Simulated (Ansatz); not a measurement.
Ansatz (an electronic-structure program) input (HF/3-21G): The .json file is the Basis Set Exchange's 3-21G.

Ansatz 0.2 input:
```yaml
crystal:
  periodic: [false, false, false]
  atoms:
    - {symbol: Sr, position_ang: [0.18626000, -0.31630100, 0.11351400]}
    - {symbol: Cl, position_ang: [1.54378400, 0.76688200, -1.84975400]}
    - {symbol: Cl, position_ang: [-1.96013100, -0.05985600, 1.59601800]}
basis:
  gaussian:
    orbitals: 3-21G.json
hamiltonian:
  xc: {name: HF}
relax: {f_tol: 0.003, max_steps: 120}
```

Output:

```
Functional definition: HF
integrals: 0.01 GiB planned
565 factors; integrals over basis functions are off by at most 1.3e-4 eV
mean field: 0.13 GiB planned
mean field evaluation 1: about -109711.6358 eV, gradient 2.0e1 eV
mean field evaluation 2: about -109711.6456 eV, gradient 2.0e1 eV
mean field evaluation 4: about -109712.8651 eV, gradient 4.9e-1 eV
mean field evaluation 8: about -109712.8690 eV, gradient 2.8e-5 eV
mean field -109712.86900418 eV, -4031.8735698500 hartree, gradient 5.1e-6 eV, S^2 0.000000; 0 other end points of the search recorded, 0 dependent functions left out
the calculation of the forces begins
reference -109712.86900418 eV, -4031.8735698500 hartree; 36, 36 occupied and 17, 17 virtual orbitals, 565 factors
relax step   1: F+E_penalty+E_count = -109712.86900418 eV  Δ(F+E_penalty+E_count) = +0.000e0 eV  max|allowed force component| = 1.417e0 eV/Å  Δτ_max = 0.0000 Å  (25 SCF iters, accepted)
these checks for a lower state are left out or cut short: starts, cluster_reference, orbital_swaps, neighbouring_geometries, increment
integrals: 0.01 GiB planned
565 factors; integrals over basis functions are off by at most 1.4e-4 eV
mean field: 0.13 GiB planned
mean field evaluation 16: about -109713.1581 eV, gradient 9.5e-2 eV
mean field -109713.15810070 eV, -4031.8841939512 hartree, gradient 1.2e-5 eV, S^2 0.000000; 0 other end points of the search recorded, 0 dependent functions left out
the calculation of the forces begins
reference -109713.15810070 eV, -4031.8841939512 hartree; 36, 36 occupied and 17, 17 virtual orbitals, 565 factors
relax step   2: F+E_penalty+E_count = -109713.15810070 eV  Δ(F+E_penalty+E_count) = -2.891e-1 eV  max|allowed force component| = 2.488e-1 eV/Å  Δτ_max = 0.1948 Å  (29 SCF iters, accepted)
these checks for a lower state are left out or cut short: starts, cluster_reference, orbital_swaps, neighbouring_geometries, increment
integrals: 0.01 GiB planned
565 factors; integrals over basis functions are off by at most 1.5e-4 eV
mean field: 0.13 GiB planned
mean field -109713.21976464 eV, -4031.8864600592 hartree, gradient 1.2e-5 eV, S^2 0.000000; 0 other end points of the search recorded, 0 dependent functions left out
the calculation of the forces begins
reference -109713.21976464 eV, -4031.8864600592 hartree; 36, 36 occupied and 17, 17 virtual orbitals, 565 factors
relax step   3: F+E_penalty+E_count = -109713.21976464 eV  Δ(F+E_penalty+E_count) = -6.166e-2 eV  max|allowed force component| = 1.344e-1 eV/Å  Δτ_max = 0.2000 Å  (23 SCF iters, accepted)
these checks for a lower state are left out or cut short: starts, cluster_reference, orbital_swaps, neighbouring_geometries, increment
integrals: 0.01 GiB planned
565 factors; integrals over basis functions are off by at most 1.6e-4 eV
mean field: 0.13 GiB planned
mean field evaluation 32: about -109713.2515 eV, gradient 9.3e-2 eV
mean field -109713.25156080 eV, -4031.8876285466 hartree, gradient 1.2e-5 eV, S^2 0.000000; 0 other end points of the search recorded, 0 dependent functions left out
the calculation of the forces begins
reference -109713.25156080 eV, -4031.8876285466 hartree; 36, 36 occupied and 17, 17 virtual orbitals, 565 factors
relax step   4: F+E_penalty+E_count = -109713.25156080 eV  Δ(F+E_penalty+E_count) = -3.180e-2 eV  max|allowed force component| = 8.264e-2 eV/Å  Δτ_max = 0.1948 Å  (23 SCF iters, accepted)
these checks for a lower state are left out or cut short: starts, cluster_reference, orbital_swaps, neighbouring_geometries, increment
integrals: 0.01 GiB planned
565 factors; integrals over basis functions are off by at most 1.6e-4 eV
mean field: 0.13 GiB planned
mean field -109713.26186882 eV, -4031.8880073591 hartree, gradient 1.1e-5 eV, S^2 0.000000; 0 other end points of the search recorded, 0 dependent functions left out
the calculation of the forces begins
reference -109713.26186882 eV, -4031.8880073591 hartree; 36, 36 occupied and 17, 17 virtual orbitals, 565 factors
relax step   5: F+E_penalty+E_count = -109713.26186882 eV  Δ(F+E_penalty+E_count) = -1.031e-2 eV  max|allowed force component| = 1.078e-2 eV/Å  Δτ_max = 0.1443 Å  (24 SCF iters, accepted)
these checks for a lower state are left out or cut short: starts, cluster_reference, orbital_swaps, neighbouring_geometries, increment
integrals: 0.01 GiB planned
565 factors; integrals over basis functions are off by at most 1.6e-4 eV
mean field: 0.13 GiB planned
mean field -109713.26218266 eV, -4031.8880188927 hartree, gradient 1.3e-5 eV, S^2 0.000000; 0 other end points of the search recorded, 0 dependent functions left out
the calculation of the forces begins
reference -109713.26218266 eV, -4031.8880188927 hartree; 36, 36 occupied and 17, 17 virtual orbitals, 565 factors
relax step   6: F+E_penalty+E_count = -109713.26218266 eV  Δ(F+E_penalty+E_count) = -3.138e-4 eV  max|allowed force component| = 2.245e-3 eV/Å  Δτ_max = 0.0260 Å  (24 SCF iters, accepted)
these checks for a lower state are left out or cut short: starts, cluster_reference, orbital_swaps, neighbouring_geometries, increment
integrals: 0.01 GiB planned
565 factors; integrals over basis functions are off by at most 1.6e-4 eV
mean field: 0.13 GiB planned
mean field -109713.26219652 eV, -4031.8880194020 hartree, gradient 1.3e-5 eV, S^2 0.000000; 0 other end points of the search recorded, 0 dependent functions left out
the calculation of the forces begins
reference -109713.26219652 eV, -4031.8880194020 hartree; 36, 36 occupied and 17, 17 virtual orbitals, 565 factors
relax step   7: F+E_penalty+E_count = -109713.26219652 eV  Δ(F+E_penalty+E_count) = -1.386e-5 eV  max|allowed force component| = 2.892e-4 eV/Å  Δτ_max = 0.0067 Å  (25 SCF iters, accepted)
integrals: 0.01 GiB planned
565 factors; integrals over basis functions are off by at most 1.6e-4 eV
mean field: 0.13 GiB planned
mean field evaluation 64: about -109711.9746 eV, gradient 2.0e1 eV
mean field -109713.26219652 eV, -4031.8880194020 hartree, gradient 1.3e-5 eV, S^2 0.000000; 1 other end points of the search recorded, 0 dependent functions left out
the calculation of the forces begins
reference -109713.26219652 eV, -4031.8880194020 hartree; 36, 36 occupied and 17, 17 virtual orbitals, 565 factors
Total energy: -109713.26219652 eV, -4031.8880194020 hartree
Atom 0 at    -0.076695     0.130240    -0.046740 Å, force     0.000001    -0.000002     0.000001 eV/Å
Atom 1 at     1.898016     0.596170    -1.988685 Å, force    -0.000289    -0.000067     0.000283 eV/Å
Atom 2 at    -2.051408    -0.335685     1.895204 Å, force     0.000288     0.000069    -0.000284 eV/Å
Dipole moment:     0.000002    -0.000003     0.000001 e Å
```

The geometry given is a B3LYP-D3(BJ)/def2-TZVP minimum.
